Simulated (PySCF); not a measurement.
**Telling isomers of C6H9ClOSi apart by NMR**

Theory: PBE0/pcSseg-1 with gauge-including orbitals, coordinates at the GFN2-xTB level, in PySCF (one conformer, gas phase, rapidly exchanging positions averaged, relativity neglected).

δ = σ(ref) − σ, references computed at the same level: TMS for 1H, 13C. Where no couplings were computed, multiplicities follow the n + 1 count of equivalent neighbours, and m marks all less simple cases (inequivalent or close neighbours, rings, F or P nearby). Shifts are as computed. Against solution values, carbons near 30 ppm lie about +3 ppm off and those near 130 ppm about +5 ppm; carbons on Cl a further +6 ppm. Of 1309 compounds with measured shifts, 239 miss one by over three times the rms of a fit or turn the order of signals round; such compounds aren't used in these exercises. Carbons bonded to Cl come out too deshielded.

(1) Tabulate the signals of `[SiH3]OC1=CCC/C1=C\Cl`, `CC1=C(C[SiH2]Cl)C(=O)C1`, `CC#CCC(=O)[SiH2]CCl`, `CC1=C(C=O)[C@@H]([SiH2]Cl)C1` and their relative energies.

(2) What is the quickest way to tell [SiH3]OC1=CCC/C1=C\Cl from CC1=C(C[SiH2]Cl)C(=O)C1?

(3) What is the quickest way to tell CC1=C(C[SiH2]Cl)C(=O)C1 from CC1=C(C=O)[C@@H]([SiH2]Cl)C1?

(4) What is the quickest way to tell [SiH3]OC1=CCC/C1=C\Cl from CC#CCC(=O)[SiH2]CCl?

Answers

(1) 
| SMILES | carbon types | δC | δH | E rel. (kcal/mol) |
| --- | --- | --- | --- | --- |
| [SiH3]OC1=CCC/C1=C\Cl | 2×C 2×CH 2×CH2 | 160.7, 151.2, 122.1, 116.0, 29.6, 29.6 | 6.33 (s, 1H), 5.17 (t, 1H), 5.03 (s, 3H), 2.74 (m, 2H), 2.63 (m, 2H) | 17.2 |
| CC1=C(C[SiH2]Cl)C(=O)C1 | 3×C 2×CH2 1×CH3 | 189.9, 179.2, 148.6, 54.7, 18.3, 15.9 | 5.10 (t, 2H), 3.10 (s, 2H), 2.40 (s, 3H), 1.89 (t, 2H) | 0.0 |
| CC#CCC(=O)[SiH2]CCl | 3×C 2×CH2 1×CH3 | 244.2, 92.2, 77.7, 44.0, 29.1, 4.7 | 4.72 (t, 2H), 3.18 (s, 2H), 3.16 (t, 2H), 2.10 (s, 3H) | 58.9 |
| CC1=C(C=O)[C@@H]([SiH2]Cl)C1 | 2×C 2×CH 1×CH2 1×CH3 | 187.7, 171.2, 146.5, 33.3, 28.9, 17.6 | 10.19 (s, 1H), 5.49 (m, 1H), 5.07 (m, 1H), 2.57 (m, 1H), 2.45 (m, 1H), 2.40 (m, 1H), 2.32 (s, 3H) | 10.5 |

Energies are electronic energies at PBE0/pcSseg-1 on these geometries, without zero-point or thermal terms, each for the one conformer computed, which needn't be the lowest.

(2) Both give the same number of carbon signals, but DEPT or the intensities differ. The first has an alkene CH at 122.1 ppm, the second an allylic methyl carbon (CH3) at 18.3 ppm. Their most deshielded carbons lie at 160.7 and 189.9 ppm. In the proton spectra the most deshielded non-exchanging signals are 6.33 (s, 1H) and 5.10 (t, 2H).

(3) Both give the same number of carbon signals, but DEPT or the intensities differ. The first has an sp3 CH2 α to a carbonyl at 54.7 ppm, the second an aldehyde carbonyl carbon (CH) at 187.7 ppm. Their most deshielded carbons lie at 189.9 and 187.7 ppm. In the proton spectra the most deshielded non-exchanging signals are 5.10 (t, 2H) and 10.19 (s, 1H).

(4) Both give the same number of carbon signals, but DEPT or the intensities differ. The first has an alkene carbon bearing oxygen (C) at 160.7 ppm, the second a carbonyl carbon (C) at 244.2 ppm. In the proton spectra the most deshielded non-exchanging signals are 6.33 (s, 1H) and 4.72 (t, 2H).
